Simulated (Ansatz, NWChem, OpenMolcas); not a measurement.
## Abstraction of Cl: C3H5Cl + CH2I → C3H5 + CH2ClI

Gas-phase species: C3H5Cl (2-chloropropene) `C=C(C)Cl`, singlet; CH2I `[CH2]I`, doublet; C3H5 `C=[C]C`, doublet; CH2ClI (chloroiodomethane) `ClCI`, singlet. A radical takes Cl: the energy is the difference in strength between two C–Cl bonds in different surroundings.

Shapes, held fixed at every level: PBE0-D4/def2-TZVP. Programs: Ansatz 0.2.0, NWChem 7.3.0, OpenMolcas 26.06. A level may come from different programs for different species; with the same settings they agree closely. The zero-point and thermal change to 298 K, harmonic and unscaled (PBE0-D4/def2-TZVP), is +2.1 kJ/mol.

```csv
level,kind,ΔH(298 K) (kJ/mol)
HF/def2-SVP,Hartree–Fock,+50.7
HF/def2-TZVPP,Hartree–Fock,+50.5
PBE-D4/def2-TZVPP,GGA,+58.3
PBE0/def2-SVP,global hybrid,+60.6
BHLYP-D4/def2-TZVPP,global hybrid,+60.4
r2SCAN0-D4/def2-TZVPP,global hybrid,+62.3
B2PLYP/def2-TZVPP,double hybrid,+61.2
```

B2PLYP/def2-TZVPP gives ΔH(298 K) = +61.2 kJ/mol; the levels span +50.5 to +62.3. The median of the levels is +60.4. No measured value is set beside it here. Spin contamination: C3H5 (⟨S²⟩ up to 0.91). Open shells run unrestricted. For atoms past krypton def2 sets carry core potentials with scalar relativity. Outer-core shells of I are correlated, in sets that cover them unevenly.
